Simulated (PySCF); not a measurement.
Cu(NH3)2 (CuH6N2), SMILES [NH3]->[Cu+]<-[NH3], charge +1, multiplicity 1. Atoms are numbered in the order given.

```xyz
9

Cu     0.0000     0.0000     0.0000
N      0.0000     0.0000     1.9385
H     -0.9071     0.2696     2.3343
H      0.6870     0.6508     2.3343
H      0.2201    -0.9204     2.3343
N      0.0000     0.0000    -1.9385
H     -0.9071    -0.2696    -2.3343
H      0.6870    -0.6508    -2.3343
H      0.2201     0.9204    -2.3343
```
Charge +1, spin multiplicity 1.

The structure is a stationary point at B3LYP-D3(BJ)/def2-SVP. The spin state was assumed, not searched.

Two levels are set side by side: PBE/pcSseg-1 (PySCF) and KT2/pcSseg-1 (PySCF). GIAO shifts against NH3 (¹⁵N), TMS (¹H) at the same level; non-relativistic, no solvent, atoms listed together averaged. Differences are taken from unrounded values.

| quantity | KT2 | PBE | PBE minus KT2 |
|---|---|---|---|
| δ(¹⁵N) of N2, N6 (ppm) | 6.9 | 9.2 | 2.3 |
| δ(¹H) of H3, H4, H5, H7, H8, H9 (ppm) | 2.43 | 2.40 | -0.04 |

Rough cost on one machine, each run with all the roots and properties that it gave: KT2 against PBE within a factor of 2.
